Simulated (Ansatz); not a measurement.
Input for Ansatz (a quantum-chemistry and plane-wave program): R-SVWN5/def2-TZVPPD on N2 (SMILES N#N). Files ending in .json are basis or fitting sets from the Basis Set Exchange.

Ansatz 0.2 input:
```yaml
crystal:
  periodic: [false, false, false]
  atoms:
    - {symbol: N, position_ang: [0.07010708, -0.40642326, 3.51923258]}
    - {symbol: N, position_ang: [-0.19425295, 0.65123463, 3.48366871]}
basis:
  gaussian:
    orbitals: def2-TZVPPD.json
hamiltonian:
  xc: {name: SVWN5}
scf: {lower_state_search: off}
```

The head of its log:

```
WARN ansatz: RAYON_NUM_THREADS=2 ignored (pool sized by the plan → 2); use --threads N
Functional definition: SVWN5
these checks for a lower state are left out or cut short: stability, starts, cluster_reference, orbital_swaps, neighbouring_geometries, increment
integrals: 0.01 GiB planned
358 factors; their error is unknown
mean field: 0.12 GiB planned
mean field evaluation 1: about -2955.7631 eV, gradient 3.2e1 eV
mean field evaluation 2: about -2955.8915 eV, gradient 3.0e1 eV
```

### Question
Predict the final total energy.

### Answer
-108.6915 hartree.
